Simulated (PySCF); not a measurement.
Potential energy surface of H₃Sb, singlet: umbrella (inversion) coordinate, bond length relaxed. Scanned: angle between the Sb-H bonds and the threefold axis (90 = planar). Other coordinates (Sb-H bond length) were minimised at PBE0/def2-TZVP.

The free coordinates were minimised at PBE0/def2-TZVP in PySCF; the energy column is CCSD(T) on RHF/def2-TZVP, 4 core orbitals frozen, def2 effective core potentials past Kr in PySCF, in kcal/mol.

```json
[
 {"a / °": "90", "Sb-H bond length / Å": "1.643", "E": "45.0"},
 {"a / °": "93", "Sb-H bond length / Å": "1.646", "E": "43.8"},
 {"a / °": "96", "Sb-H bond length / Å": "1.653", "E": "40.5"},
 {"a / °": "99", "Sb-H bond length / Å": "1.663", "E": "35.5"},
 {"a / °": "102", "Sb-H bond length / Å": "1.673", "E": "29.4"},
 {"a / °": "105", "Sb-H bond length / Å": "1.682", "E": "23.1"},
 {"a / °": "108", "Sb-H bond length / Å": "1.689", "E": "17.0"},
 {"a / °": "111", "Sb-H bond length / Å": "1.694", "E": "11.6"},
 {"a / °": "114", "Sb-H bond length / Å": "1.698", "E": "7.0"},
 {"a / °": "117", "Sb-H bond length / Å": "1.701", "E": "3.5"},
 {"a / °": "120", "Sb-H bond length / Å": "1.704", "E": "1.1"},
 {"a / °": "123", "Sb-H bond length / Å": "1.706", "E": "0.0"},
 {"a / °": "126", "Sb-H bond length / Å": "1.709", "E": "0.2"},
 {"a / °": "129", "Sb-H bond length / Å": "1.712", "E": "1.7"},
 {"a / °": "132", "Sb-H bond length / Å": "1.716", "E": "4.6"}
]
```
